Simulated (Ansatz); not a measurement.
`[SiH3]C#CS`. Charge 0, multiplicity 1. All single points use the PBE0-D4/def2-TZVP geometry. It is one conformer, not always the lowest.

```xyz
8

Si   -1.232    0.493    0.952
C     0.055   -0.194   -0.132
C     0.924   -0.637   -0.853
S     2.047   -1.360   -1.864
H    -2.519    0.577    0.218
H    -1.405   -0.372    2.145
H    -0.816    1.851    1.381
H     2.946   -0.358   -1.847
```

(1) What is the dipole moment at PBE/def2-TZVPP? (Estimate.)

(2) And with r2SCAN, B3LYP, ωB97M-V? (Estimate.)

(3) Give the Mulliken charges with PBE, ωB97M-V, r2SCAN in def2-TZVPP. (Estimate.)

Answers

(1) The calculation gave: 1.10 D, with components (0.97, 0.39, -0.34) D in this frame, pointing from negative to positive charge.

(2) Computed: r2SCAN 1.13 D, B3LYP 1.05 D, ωB97M-V 1.04 D.

(3) The calculation gave: 
```
atom    PBE  ωB97M-V  r2SCAN
 Si1   0.26     0.24    0.40
  C2  -0.07    -0.10   -0.11
  C3  -0.12    -0.19   -0.17
  S4  -0.06    -0.02   -0.04
  H5  -0.04    -0.02   -0.06
  H6  -0.05    -0.02   -0.06
  H7  -0.04    -0.02   -0.06
  H8   0.13     0.12    0.11
```

B3LYP here is the variant with VWN-RPA as its local correlation; programs differ in this.
